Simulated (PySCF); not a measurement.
Isomers of C7H3N, one GFN2-xTB conformer each. Single-point energies are computed at PBE0/pcSseg-1 (PySCF, gas phase, no added dispersion term), electronic only.

```json
{"SMILES": "C=CC#CC#CC#N", "GFN2-xTB relative energy (kJ/mol)": "0.0"}
{"SMILES": "C=C=C=CC#CC#N", "GFN2-xTB relative energy (kJ/mol)": "37.7"}
```

Q: What does PBE0/pcSseg-1 give for the same structures?

A: 
```json
{"SMILES": "C=CC#CC#CC#N", "PBE0/pcSseg-1 E (Eh)": "-322.70596", "PBE0/pcSseg-1 (kJ/mol)": "0.0", "GFN2-xTB (kJ/mol)": "0.0", "point group": "Cs"}
{"SMILES": "C=C=C=CC#CC#N", "PBE0/pcSseg-1 E (Eh)": "-322.68989", "PBE0/pcSseg-1 (kJ/mol)": "42.2", "GFN2-xTB (kJ/mol)": "37.7", "point group": "Cs"}
```

Both levels put the same isomer lowest. As drawn, the higher has cumulated double bonds, which the lower lacks.

Q: Which frontier levels, dipoles and rotational constants go with these structures?

A: 
```csv
SMILES,"HOMO (eV, PBE0/pcSseg-1)",LUMO (eV),dipole (D),"A, B, C (MHz)"
C=CC#CC#CC#N,-7.53,-2.76,6.18,"35852, 577.0, 567.9"
C=C=C=CC#CC#N,-7.37,-3.13,5.71,"8735, 690.3, 639.8"
```

Q: As an exercise, what shares would exp(−E/RT) give at 2000 K from these electronic energies alone (no entropy, no degeneracies)?

A: RT = 16.629 kJ/mol: C=CC#CC#CC#N 92.7 %, C=C=C=CC#CC#N 7.3 %.
